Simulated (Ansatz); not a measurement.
Kohn–Sham single points on `[SiH3][SiH]Br` radical.

```yaml
crystal:
  periodic: [false, false, false]
  atoms:
    - {symbol: Si, position_ang: [-0.829287, 0.444084, -0.363252]}
    - {symbol: Si, position_ang: [1.277650, -0.525466, -0.097933]}
    - {symbol: Br, position_ang: [1.129597, -2.307385, 1.230474]}
    - {symbol: H, position_ang: [-1.734626, -0.563442, -0.970876]}
    - {symbol: H, position_ang: [-0.695115, 1.610862, -1.275457]}
    - {symbol: H, position_ang: [-1.392667, 0.895640, 0.937752]}
    - {symbol: H, position_ang: [2.305548, 0.377706, 0.493492]}
basis:
  gaussian: {orbitals: def2-TZVPP}
magnetization: {spin_polarized: true, initial_magnetization: 1}
hamiltonian: {xc: {name: B97M-V}}
output: {orbitals: {seedname: orbitals}}
```

```sh
$ ansatz run in.yaml --threads 4 --pin off --events-out ev --progress --plain --max-ram 10444MiB
```

Output, abridged:

```
Functional definition: B97M-V
1188 factors; their error is unknown
mean field evaluation 1: about -85849.5100 eV, gradient 1.1e1 eV
mean field evaluation 2: about -85849.8961 eV, gradient 9.1e0 eV
mean field evaluation 4: about -85850.5047 eV, gradient 1.1e0 eV
mean field evaluation 8: about -85850.5150 eV, gradient 2.9e-2 eV
mean field evaluation 16: about -85850.4605 eV, gradient 9.5e-5 eV
mean field -85850.46054939 eV, -3154.9462336578 hartree, gradient 4.3e-5 eV, S^2 0.753715; 0 other end points of the search recorded, 0 dependent functions left out
reference -85850.46061243 eV, -3154.9462359745 hartree; 34, 33 occupied and 154, 155 virtual orbitals, 1188 factors
Total energy: -85850.46061243 eV, -3154.9462359745 hartree
```

It took 5.5 s on 4 threads of an Intel Xeon Platinum 8559C on a shared host, with 0.44 GiB of host memory at the peak.

Changing it to `hamiltonian: {xc: {name: B3LYP}, dispersion: d4}` and forces (abridged; 2.9 s):

```
Functional definition: B3LYP
mean field evaluation 16: about -85869.0921 eV, gradient 3.4e-5 eV
mean field -85869.09205448 eV, -3155.6309288409 hartree, gradient 1.6e-5 eV, S^2 0.753013
Total energy: -85869.38414820 eV, -3155.6416630874 hartree
Atom 0 force    -0.138764     0.078070    -0.015514 eV/Å
Atom 1 force     0.150253     0.187359    -0.146747 eV/Å
Atom 2 force    -0.014381    -0.215451     0.166127 eV/Å
Atom 3 force     0.053818     0.065784     0.038004 eV/Å
Atom 4 force    -0.016175    -0.067202     0.054688 eV/Å
Atom 5 force     0.017599    -0.021716    -0.078571 eV/Å
Atom 6 force    -0.052350    -0.026845    -0.017987 eV/Å
Dipole moment:    -0.046333     0.215117    -0.138042 e Å
```

With the line `hamiltonian: {xc: {name: BHLYP}, dispersion: d4}` (abridged; 2.4 s):

```
Functional definition: BHLYP
mean field evaluation 16: about -85866.8509 eV, gradient 1.5e-4 eV
mean field -85866.85085460 eV, -3155.5485662646 hartree, gradient 5.4e-5 eV, S^2 0.754658
Total energy: -85867.11548424 eV, -3155.5582912247 hartree
```

With the line `hamiltonian: {xc: {name: wB97X-V}}` (abridged; 6.5 s):

```
Functional definition: wB97X-V
mean field evaluation 16: about -85858.0927 eV, gradient 3.0e-4 eV
mean field -85858.09268588 eV, -3155.2267095005 hartree, gradient 2.7e-5 eV, S^2 0.753530
Total energy: -85858.09268419 eV, -3155.2267094386 hartree
```

The same input with `hamiltonian: {xc: {name: PBE-QIDH}}` (abridged; 3 s):

```
Functional definition: PBE-QIDH
mean field evaluation 16: about -85834.0236 eV, gradient 5.7e-4 eV
mean field -85834.02362479 eV, -3154.3421878203 hartree, gradient 8.7e-6 eV, S^2 0.756925
19 core orbitals not correlated: weight in the atoms' cores, before any rotation towards them, 1.000 or more for the frozen orbitals, at most 0.000 for the correlated occupied ones
second order -15.45090360 eV of doubles, -0.00000000 eV of singles
Total energy: -85839.17393922 eV, -3154.5314583844 hartree
```

The same input with `hamiltonian: {xc: {name: LC-wPBE}}` (abridged; 2.3 s):

```
Functional definition: LC-wPBE
mean field evaluation 16: about -85852.4366 eV, gradient 3.3e-4 eV
mean field -85852.43660501 eV, -3155.0188523625 hartree, gradient 3.4e-5 eV, S^2 0.755845
Total energy: -85852.43660502 eV, -3155.0188523627 hartree
```

B3LYP takes the VWN-RPA correlation (the form of Gaussian; ORCA's B3LYP/G).
